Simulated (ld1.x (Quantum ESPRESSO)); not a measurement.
## Before and after: TM semilocal potential for Cu (Z = 29)

```json
{
  "Element": "copper",
  "Generator": "ld1.x (Quantum ESPRESSO) 7.5",
  "Type": "norm-conserving Troullier–Martins (semilocal form)",
  "Functional": "PBE",
  "Relativity": "scalar-relativistic",
  "Frozen core": "[Ne] 3s2",
  "Valence charge": "17",
  "Reference configuration": "3p6 3d10 4s1 4p0",
  "Partial waves": "4s (bound): rc 1.90 bohr; 3p (bound): rc 0.80 bohr; 3d (bound): rc 1.20 bohr",
  "Local potential": "the d channel",
  "Core correction": "none"
}
```

Change: wave 3p (bound): rc 0.80 bohr becomes 3p (bound): rc 0.92 bohr.

Cutoffs: the cutoffs (Ry, on a coarse ladder) from which the occupation-weighted sum of valence levels, in a spherical-Bessel basis at the reference potential, stays within 10 and 1 mRy of its value at 400 Ry; they do not see the model core or the augmentation charge, which bear on the density cutoff. Errors are all-electron minus pseudo energies relative to the spin-unpolarised reference configuration.

Task: Predict the effect on cutoff, ghosts and configuration errors.

Result: The errors of the 7 common tests hardly move; neither file shows a bound ghost. A semilocal file is local in each channel, so a ghost entry of none says nothing of the separable form that plane-wave codes build from it.

```csv
quantity,base,changed
"cutoff, loose",180 Ry,180 Ry
"cutoff, tight",over 300 Ry,300 Ry
loose cutoff by channel (10 mRy a level),"s 8 Ry, p 110 Ry, d 140 Ry","s 8 Ry, p 80 Ry, d 140 Ry"
bound ghosts,none,none
"error for 3p6 3d10 4s0 4p0, meV [ΔE 8.15 eV]",-8.9,-8.9
"error for 3p6 3d9 4s0 4p0, meV [ΔE 29.48 eV]",+8.3,+8.3
"error for 3p6 3d8 4s0 4p0, meV [ΔE 68.50 eV]",-29,-28
"error for 3p6 3d9 4s1 4p0, meV [ΔE 11.58 eV]",-19,-19
"error for 3p6 3d9 4s2 4p0, meV [ΔE 1.97 eV]",-54,-53
"error for 3p5 3d10 4s1 4p0, meV [ΔE 79.53 eV]",-80,-81
"error for 3p6 3d10 4s0.5 4p0, meV [ΔE 3.16 eV]",-1.8,-1.8
s: phases at 2.04 bohr within 0.05 rad from the reference energy up to (Ry; the scan ends near 5),4.4,4.4
p: phases at 2.04 bohr within 0.05 rad from the reference energy up to (Ry; the scan ends near 5),to the end of the scan,to the end of the scan
d: phases at 2.04 bohr within 0.05 rad from the reference energy up to (Ry; the scan ends near 5),2.3,2.3
```
